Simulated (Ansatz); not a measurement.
Geometry optimisation, Ansatz, RKS PBE/def2-SVP.

Input file:

```yaml
crystal:
  periodic: [false, false, false]
  atoms:
    - { symbol: W, position_ang: [0.070932, -0.287352, -0.152502] }
    - { symbol: Cl, position_ang: [-0.311547, -1.263587, 1.992217] }
    - { symbol: O, position_ang: [1.998418, -0.356063, 0.398505] }
    - { symbol: H, position_ang: [2.286133, -1.227225, 0.761146] }
    - { symbol: H, position_ang: [0.852811, 1.185392, -0.502244] }
    - { symbol: O, position_ang: [-1.426276, 0.766072, 0.19113] }
    - { symbol: H, position_ang: [-1.56003, 1.341702, 0.974629] }
    - { symbol: F, position_ang: [0.437414, -2.062788, -0.709056] }
    - { symbol: F, position_ang: [-0.439456, -0.165531, -1.945765] }
    - { symbol: O, position_ang: [0.916793, 1.628204, 2.155351] }
    - { symbol: Al, position_ang: [2.55037, 1.254341, 1.475989] }
    - { symbol: H, position_ang: [3.591118, 0.517033, 2.467907] }
    - { symbol: H, position_ang: [2.959976, 2.349508, 0.377828] }
    - { symbol: H, position_ang: [0.623344, 0.978195, 2.842967] }
basis:
  gaussian: { orbitals: def2-SVP }
hamiltonian:
  xc: pbe
relax:
  f_tol: 0.03
  max_steps: 50
```

Command:

```bash
$ ansatz run input.yaml --threads 4 --pin off --max-ram 5120MiB --backend cpu --events-out ev --progress --plain --runs-dir out
```

Problem. Where does it end, and by what steps?

Solution. The forces met the threshold. After 13 steps the energy has fallen by 0.780 eV; O10 moved furthest, 0.67 Å. Joined: W1–O10 (3.12 → 2.17 Å).

```tsv
step	energy less start (eV)	largest force component (eV/Å)	accepted
0	0.0000	0.816	yes
1	-0.1554	0.904	yes
2	-0.3590	1.326	yes
3	-0.6064	0.861	yes
4	-0.6335	0.979	yes
5	-0.7338	0.284	yes
6	-0.7370	0.413	yes
7	-0.7632	0.282	yes
8	-0.7625	0.463	no
9	-0.7741	0.062	yes
10	-0.7766	0.200	yes
11	-0.7787	0.103	yes
12	-0.7799	0.083	yes
13	-0.7803	0.021	yes
```

```xyz
14
Properties=species:S:1:pos:R:3
W 0.131 -0.051 0.034
Cl -0.249 -1.156 2.191
O 2.162 -0.423 0.384
H 2.391 -1.352 0.587
H 1.046 1.258 -0.555
O -1.543 0.730 0.348
H -1.907 0.968 1.223
F 0.322 -1.845 -0.524
F -0.366 0.140 -1.773
O 0.801 1.350 1.551
Al 2.674 1.136 1.354
H 3.322 0.721 2.755
H 3.262 2.215 0.342
H 0.504 0.966 2.411
```

Whether the end is a true minimum wasn't checked by a vibrational analysis.

Run time: 53 s on 4 threads of Arm Neoverse V2, with other jobs on the host, peak memory 0.28 GiB.
